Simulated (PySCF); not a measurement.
**Spinor energies of Cd³⁺ (cadmium, charge +3)**

Start: [Kr] 4d8 5s1; 4d3/2 filled at m_j = -1/2, +1/2, +3/2; 4d5/2 filled at m_j = -3/2, -1/2, +1/2, +3/2, +5/2; 5s1/2 filled at m_j = +1/2. Calculated with PySCF 2.14 in x2c-SVPall-2c with one added diffuse shell each of s, p, d type (7s10p7d1f, 79 functions): generalised Hartree-Fock with the X2C-1e Hamiltonian and a Gaussian nucleus; one run each with spin-orbit coupling (SO) switched off, then screened by Boettger's factors. This is a chosen level, not necessarily the ground level.

```
spinor shell  electrons  ε, spin-free (eV)  ε, screened SO (eV)  weight of nominal j (screened SO)  rms radius, screened SO (bohr)
       1s1/2          2           -26885.1             -26883.0                              1.000                          0.0349
       2s1/2          2            -4116.1              -4115.5                              1.000                           0.142
       2p1/2          2            -3691.8              -3825.4                              1.000                           0.124
       2p3/2          4            -3691.8              -3630.1                              1.000                           0.128
       3s1/2          2            -840.86              -840.63                              1.000                           0.381
       3p1/2          2            -697.94              -722.56                              1.000                           0.375
       3p3/2          4            -697.94              -686.42                              1.000                           0.387
       3d3/2          4            -474.67              -479.15                              0.997                           0.362
       3d5/2          6            -474.67              -471.43                              0.998                           0.365
       4s1/2          2            -170.99              -170.92                              1.000                           0.935
       4p1/2          2            -125.82              -131.70                              0.956                           0.997
       4d5/2          5            -60.610              -60.479                              0.616                            1.25
       4d3/2          3            -60.610              -60.887                              0.649                            1.25
       5s1/2          1            -36.857              -36.853                              1.000                            2.72
```

**Question.** Where does 4p3/2 lie, and what is the 4p spin-orbit splitting (screened SO)?

**Answer.** At -122.96 eV, 8.743 eV above 4p1/2.

```tsv
quantity	spin-free	screened SO
E (hartree)	-5587.57243	-5588.68372
M_J	9/2	9/2
⟨J²⟩	24.755	24.755
⟨L²⟩	12.005	12.084
⟨S²⟩	3.750	3.740
```

Each row is a mean over spinors that exchange with the open shell spreads, by up to 9.467 eV (4p3/2).

Rows whose weight is well below 1 are mixtures of j = l ± 1/2: exchange outweighs spin-orbit coupling there, and the label is only the starting occupation.

Breit and QED terms are absent; they matter most for the inner s and p1/2 levels.

Densities and radii are taken from the X2C orbitals without a picture-change correction, which distorts them close to the nucleus.

Without spin-orbit coupling the j labels of p, d and f shells carry no meaning; the spin-free column gives the mean over the occupied spinors of each nl shell.
